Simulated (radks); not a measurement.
Values are calculated unless marked as measured or tabulated.
The thulium anion Tm- inside a hard spherical wall (all orbitals vanish at R), configuration held at [Xe] 4f14 6s2 and not refilled when levels cross. Code: a radial shooting solver on a logarithmic mesh with Libxc functionals. Model: scalar-relativistic Kohn-Sham, PBE, spin-polarised, spherical densities, finite nucleus; Fermi nuclear charge, rms radius 5.2256 fm. Eigenvalues in eV for spin up, with the zero of energy where the potential of the charges vanishes at infinity; a dash marks a level that is unbound or too diffuse for the functional's potential to be trusted. A positive occupied level is held by the wall or, in an anion where self-interaction has pushed it up, behind a barrier. The pressure on the wall is -dE/dV.

R (bohr)	E (hartree)	kinetic (hartree)	e(5s)	e(5p)	e(6s)	e(6p, empty)	e(5d, empty)	e(4f)	pressure (GPa)
12	-13565.9382	14741.959	-45.963	-19.882	0.700	-	-	4.922	0.115
8	-13565.8700	14742.107	-42.947	-16.985	2.590	-	-	8.037	1.46
7	-13565.8147	14742.258	-41.549	-15.647	3.787	-	-	9.474	3.60
6	-13565.7050	14742.560	-39.624	-13.827	5.859	10.169	9.848	11.477	10.1
3.5	-13563.9486	14748.272	-27.727	-2.653	29.946	43.332	25.405	24.879	450
1.5	-13497.6916	14950.071	117.64	165.27	479.17	536.41	239.20	161.43	188000
